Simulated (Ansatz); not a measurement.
The cluster Be2Te3, relaxed as a triplet with UKS PBE0-D4/def2-SVP in Ansatz, starting from the PBE0-D4/def2-SVP geometry of the neutral singlet. Force threshold 0.02 eV/Å.

In the def2 sets Te takes a core potential; there is no spin–orbit coupling. At PBE0-D4/def2-SVP a singlet of charge 0 lies 0.88 eV below the triplet, each at its own geometry. The structure comes from a short search, and lower isomers may exist.

Start:

Cartesian coordinates in Å:
```
Be 0.5401 -0.5026 -1.0864
Be 0.4361 0.8091 0.9380
Te -1.6898 0.2578 1.4244
Te -1.5650 -1.2798 -0.9294
Te 2.2786 0.7155 -0.3466
```

Task: Estimate the energy that the relaxation releases and the steps that it takes.

Result: 14.7 kcal/mol, in 17 steps; 35 s on 4 threads of Arm Neoverse V2 on a shared host. The force fell under the threshold at step 6, but the optimiser went on and released 0.236 eV more. No frequencies were taken in this run, so the end may be a saddle point.

Task: Does the start keep its bonding and symmetry?

Result: Bonds formed: Be1–Te3 (atoms count from 1). Point group C2v at the start, Cs at the end, both within 0.05 Å.

Task: Predict the relaxed structure.

Result: 
```xyz
5

Be    0.118   -0.327   -0.557
Be    0.690    1.020    1.087
Te   -1.443    0.270    1.304
Te   -1.597   -1.602   -1.396
Te    2.232    0.640   -0.438
```
Bond lengths (bridged metal pairs left out): 5 × Be–Te 2.20 to 2.50 Å; 1 × Te–Te 3.29 Å.
